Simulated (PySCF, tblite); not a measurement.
C6H9P.
Cartesian coordinates in Å at the GFN2-xTB level; atoms count from 1:
```
atom  x, y, z in Å
C1     2.1755   -2.0229    0.1210
C2     2.3456   -0.8426    0.0101
C3     2.4929    0.5835   -0.1145
P4     0.9002    1.5135    0.3033
C5    -0.2112    0.6130   -0.5605
C6    -1.6751    0.8948   -0.5488
C7    -2.4433   -0.2939    0.0308
H8     2.0514   -3.0595    0.2189
H9     2.7826    0.8491   -1.1361
H10    3.2724    0.9378    0.5668
H11    0.0950   -0.2605   -1.1245
H12   -1.8816    1.7915    0.0399
H13   -2.0204    1.0740   -1.5725
H14   -3.5116   -0.0909    0.0416
H15   -2.2649   -1.1868   -0.5650
H16   -2.1153   -0.4911    1.0492
```

Computed with PBE0/def2-SVPD in PySCF (dipole) on a GFN2-xTB geometry, gas phase.

Masses are those of the commonest isotopes; rigid-rotor values at the optimised geometry. The values belong to one conformer with, in the numbering `[CH:1]#[C:2][CH2:3]/[P:4]=[CH:5]/[CH2:6][CH3:7]`, C2–C3–P4–C5 -46°, P4–C5–C6–C7 -118°.

What are A, B and C (cm⁻¹)?

Ia = 159.80, Ib = 380.12, Ic = 509.20 u·Å²; 505379 MHz·u·Å²/I gives 3162, 1330 and 992.5 MHz, that is A = 0.10549, B = 0.04435, C = 0.03311 cm⁻¹.

Classify the top.

An asymmetric top: κ = (2 × 1330 − 3162 − 992.5)/(3162 − 992.5) = -0.69.

Is it planar, by Δ = Ic − Ia − Ib?

Not planar: Δ = Ic − Ia − Ib = -30.72 u·Å². For a rigid frame Δ = −2 Σ m c², so Σ m c² = 15.36 u·Å² lies off the ab plane: 6.73 from hydrogen and 8.63 from heavier atoms. The atom farthest from that plane is 1.35 Å away.

Give the other two planar moments, Paa and Pbb, and the rms extents of the mass along the axes.

Paa = Σ m a² = (Ib + Ic − Ia)/2 = 364.76 and Pbb = Σ m b² = (Ia + Ic − Ib)/2 = 144.44 u·Å². With the mass M = 112.04 u, the rms extents √(P/M) along a, b and c are 1.80, 1.14, 0.37 Å.

Which lines would a microwave search look for?

The dipole components are |μa| = 0.47 D, |μb| = 0.53 D, |μc| = 0.74 D. The squared components, which scale the intensities, stand as 0.40 : 0.51 : 1.00 (a : b : c). Some lines, for components of 0.1 D or more:

```json
{"type": "c", "branch": "Q", "J(Ka,Kc)": "4(1,4) ← 4(0,4)", "MHz": "812", "lower level (cm⁻¹)": "0.755"}
{"type": "a", "branch": "Q", "J(Ka,Kc)": "3(1,2) ← 3(1,3)", "MHz": "2019", "lower level (cm⁻¹)": "0.497"}
{"type": "a", "branch": "R", "J(Ka,Kc)": "1(0,1) ← 0(0,0)", "MHz": "2322", "lower level (cm⁻¹)": "0.000"}
{"type": "a", "branch": "Q", "J(Ka,Kc)": "4(1,3) ← 4(1,4)", "MHz": "3347", "lower level (cm⁻¹)": "0.782"}
{"type": "a", "branch": "R", "J(Ka,Kc)": "2(1,2) ← 1(1,1)", "MHz": "4307", "lower level (cm⁻¹)": "0.139"}
{"type": "a", "branch": "R", "J(Ka,Kc)": "2(1,1) ← 1(1,0)", "MHz": "4981", "lower level (cm⁻¹)": "0.150"}
{"type": "c", "branch": "Q", "J(Ka,Kc)": "3(2,2) ← 3(1,2)", "MHz": "5022", "lower level (cm⁻¹)": "0.564"}
{"type": "c", "branch": "R", "J(Ka,Kc)": "2(1,1) ← 1(0,1)", "MHz": "7151", "lower level (cm⁻¹)": "0.077"}
{"type": "b", "branch": "R", "J(Ka,Kc)": "4(0,4) ← 3(1,3)", "MHz": "7727", "lower level (cm⁻¹)": "0.497"}
{"type": "a", "branch": "R", "J(Ka,Kc)": "4(1,4) ← 3(1,3)", "MHz": "8538", "lower level (cm⁻¹)": "0.497"}
{"type": "a", "branch": "R", "J(Ka,Kc)": "4(3,1) ← 3(3,0)", "MHz": "9383", "lower level (cm⁻¹)": "1.067"}
{"type": "b", "branch": "Q", "J(Ka,Kc)": "4(3,1) ← 4(2,2)", "MHz": "9569", "lower level (cm⁻¹)": "1.060"}
{"type": "b", "branch": "R", "J(Ka,Kc)": "4(1,4) ← 3(0,3)", "MHz": "9711", "lower level (cm⁻¹)": "0.458"}
{"type": "b", "branch": "Q", "J(Ka,Kc)": "3(3,0) ← 3(2,1)", "MHz": "9828", "lower level (cm⁻¹)": "0.739"}
{"type": "b", "branch": "Q", "J(Ka,Kc)": "4(3,2) ← 4(2,3)", "MHz": "10141", "lower level (cm⁻¹)": "1.040"}
{"type": "c", "branch": "R", "J(Ka,Kc)": "3(2,1) ← 2(1,1)", "MHz": "12672", "lower level (cm⁻¹)": "0.316"}
{"type": "b", "branch": "R", "J(Ka,Kc)": "3(3,1) ← 2(2,0)", "MHz": "16956", "lower level (cm⁻¹)": "0.501"}
{"type": "c", "branch": "R", "J(Ka,Kc)": "3(3,1) ← 2(2,1)", "MHz": "16998", "lower level (cm⁻¹)": "0.499"}
{"type": "c", "branch": "R", "J(Ka,Kc)": "4(3,2) ← 3(2,2)", "MHz": "19396", "lower level (cm⁻¹)": "0.732"}
{"type": "b", "branch": "R", "J(Ka,Kc)": "4(3,1) ← 3(2,2)", "MHz": "19419", "lower level (cm⁻¹)": "0.732"}
{"type": "b", "branch": "R", "J(Ka,Kc)": "4(4,1) ← 3(3,0)", "MHz": "23303", "lower level (cm⁻¹)": "1.067"}
{"type": "b", "branch": "R", "J(Ka,Kc)": "4(4,0) ← 3(3,1)", "MHz": "23307", "lower level (cm⁻¹)": "1.066"}
```

Estimate the classical rotational partition function at 10 K, 100 K and 200 K.

Point group C1, symmetry number σ = 1; q = (√π/σ)·√((kT/h)³/(ABC)), k/h = 20836.6 MHz/K: 2610 at 10 K, 82500 at 100 K, 233000 at 200 K.

Its GFN2-xTB frequencies are all real (lowest 34 cm⁻¹). Constants of a rigid frame at the computed geometry: no zero-point averaging, no centrifugal distortion. A rigid rotor knows nothing of internal rotation, which can split or shift real lines.
